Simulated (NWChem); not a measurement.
Species: C₂HClF₂; SMILES F/C=C(\F)Cl

All runs: NWChem. Geometry: optimised at PBE0/def2-SVP. Ions are spin-unrestricted doublets at the neutral geometry; other ion states weren't tried. Functional: LC-ωPBE (HJS hole) with def2-SVP; the question gives the range parameter ω in 1/bohr.

Task: Predict the results for range parameter (1/bohr) 0.25. Quantities: vertical ionisation energy, ΔSCF (eV); −ε(HOMO) (eV).

Result: 
```json
{
 "vertical ionisation energy, ΔSCF (eV)": "9.74",
 "−ε(HOMO) (eV)": "9.00"
}
```
